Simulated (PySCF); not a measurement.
An unknown gives this computed stick spectrum. Theory: PySCF, TDDFT PBE0/def2-SVPD, vertical, gas phase, core orbitals frozen in the response. Geometries: GFN2-xTB, one conformer each.

| state | ν̃ (cm⁻¹) | f | main configurations (H = HOMO, L = LUMO) |
| --- | --- | --- | --- |
| S1 | 28250 | 0.0018 | H→L (98%) |
| S2 | 50020 | 0.0027 | H→L+1 (71%), H→L+2 (23%) |
| S3 | 51900 | 0.017 | H→L+2 (71%), H→L+1 (24%) |
| S4 | 52820 | 0.020 | H-1→L (96%) |
| S5 | 55330 | 0.0042 | H→L+3 (90%) |
| S6 | 56770 | 0.0015 | H-2→L (85%) |
| S7 | 59050 | 0.018 | H→L+4 (89%) |
| S8 | 60590 | 0.183 | H→L+5 (90%) |

Triplets computed (Tamm–Dancoff): 2.81, 5.61, 5.93 eV.

Task: Which candidate is it? All have the formula C3H7ClOSi.
A. `O[SiH2][C@@H]1C[C@@H]1Cl`
B. `C=C(Cl)OC[SiH3]`
C. `CC(=O)[Si@@H](C)Cl`

Result: C. Its S1, at 3.50 eV, is the lowest among the candidates; the nearest of the others has S1 at 5.68 eV. S1 is HOMO→LUMO (98%). Löwdin shares by element: HOMO oxygen 49%, carbon 28% or more, silicon 11%; LUMO carbon 45% or more, oxygen 31%, silicon 10%. At the same level the other candidates give, for their lowest levels:
- `O[SiH2][C@@H]1C[C@@H]1Cl`: 6.88 eV (f 0.002); 7.21 eV (f 0.008); 7.36 eV (f 0.012); 7.44 eV (f 0.003); 7.61 eV (f 0.001); T1 6.24 eV; HOMO -8.08, LUMO 0.28 eV
- `C=C(Cl)OC[SiH3]`: 5.68 eV (f 0.001); 6.18 eV (f 0.006); 6.52 eV (f 0.362); 6.61 eV (f 0.002); 6.85 eV (f 0.002); T1 4.05 eV; HOMO -6.74, LUMO 0.20 eV

Shape of the structure used: `[CH3:1][C:2](=[O:3])[Si@@H:4]([CH3:5])[Cl:6]`: C1–C2–Si4–C5 -99°.

Without π bonds the low states are Rydberg-like; a valence basis with one diffuse set may place them up to an eV too high.
